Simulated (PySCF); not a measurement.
C3H7O2, SMILES COCC[O], multiplicity 2. Atoms are numbered in the order given.

```xyz
12

C      1.9986     0.3899     0.0274
O      1.1351    -0.6196    -0.4269
C     -0.1796    -0.2002    -0.6789
C     -1.0151    -0.0646     0.6133
O     -2.2888     0.3337     0.4064
H      2.0643     1.2287    -0.6940
H      1.6921     0.8095     1.0068
H      2.9976    -0.0537     0.1451
H     -0.6452    -0.9706    -1.3132
H     -0.2136     0.7601    -1.2307
H     -0.9255    -0.9837     1.2377
H     -0.5636     0.7467     1.2413
```
Charge 0, spin multiplicity 2.

Geometry optimised at B3LYP-D3(BJ)/def2-SVP. The isomer is the one that the SMILES or the coordinates give; other isomers of the formula were not compared. The values are those of a single conformer.

Level of theory: B3LYP/pcH-1 (PySCF).

Unrestricted Kohn–Sham, ⟨S²⟩ = 0.754. Hyperfine tensors hold the contact and dipolar terms, without spin-orbit corrections.

Computed hyperfine couplings:
```tsv
nucleus	A(iso) (MHz)	A(iso) (G)	dipolar principal values (MHz)
13C no. 1	-0.1	-0.1	-0.8, -0.2, 1.0
17O no. 2	-0.8	-0.3	-6.4, 3.1, 3.3
13C no. 3	11.8	4.2	-3.7, -2.9, 6.6
13C no. 4	-38.3	-13.7	-7.5, 2.1, 5.4
17O no. 5	-48.8	-17.4	-259.4, 129.6, 129.8
1H no. 6	1.9	0.7	-1.0, -0.8, 1.8
1H no. 7	8.2	2.9	-2.4, -0.8, 3.2
1H no. 8	2.1	0.8	-0.8, -0.7, 1.5
1H no. 9	4.8	1.7	-4.1, -2.5, 6.6
1H no. 10	-2.7	-1.0	-3.6, -3.0, 6.6
1H no. 11	63.0	22.5	-7.0, -4.5, 11.5
1H no. 12	295.1	105.3	-9.1, -3.3, 12.3
```
